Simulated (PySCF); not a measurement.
The vertical singlet excitations below were computed for one of the candidates. The calculation used TDDFT PBE0/def2-SVPD, vertical, gas phase, core orbitals frozen in the response (PySCF 2.14.0, density-fitted response routines). Geometries: GFN2-xTB, one conformer each.

```csv
state,E (eV),f
S1,6.32,0.077
S2,6.81,0.0055
S3,7.00,0.031
S4,7.10,0.022
S5,7.24,0.0074
S6,7.37,0.021
```

Triplets computed (Tamm–Dancoff): 4.11, 6.34 eV.

Orbital energies (eV): HOMO-3 -9.12, HOMO-2 -8.67, HOMO-1 -8.46, HOMO -7.58, LUMO -0.45, LUMO+1 0.56, LUMO+2 0.87.

Problem. Which candidate is it?
A. `F[C@@]12C=C[C@@H](C1)[C@@H](Cl)C2`
B. `C1C(C1)n1cnnc1Cl`
C. `Fc1ccc(F)c(F)c1`

Solution. A. Its S1, at 6.32 eV, is the highest among the candidates; the nearest of the others has S1 at 5.70 eV. S1 is HOMO→LUMO (89%). Löwdin shares by element: HOMO carbon 62% or more, chlorine 10% (atoms not listed hold the other 29%); LUMO carbon 57% or more, chlorine 9%, hydrogen 5% or more (atoms not listed hold the other 28%). At the same level the other candidates give, for their lowest levels:
- `Clc1nncn1C1CC1`: 5.70 eV (f 0.000); 6.48 eV (f 0.012); 6.55 eV (f 0.161); 6.67 eV (f 0.001); 6.84 eV (f 0.003); T1 4.81 eV; HOMO -7.47, LUMO -0.13 eV
- `Fc1ccc(F)c(F)c1`: 5.33 eV (f 0.032); 6.23 eV (f 0.001); 6.72 eV (f 0.002); 7.12 eV (f 0.539); 7.28 eV (f 0.002); T1 4.12 eV; HOMO -7.48, LUMO -1.04 eV
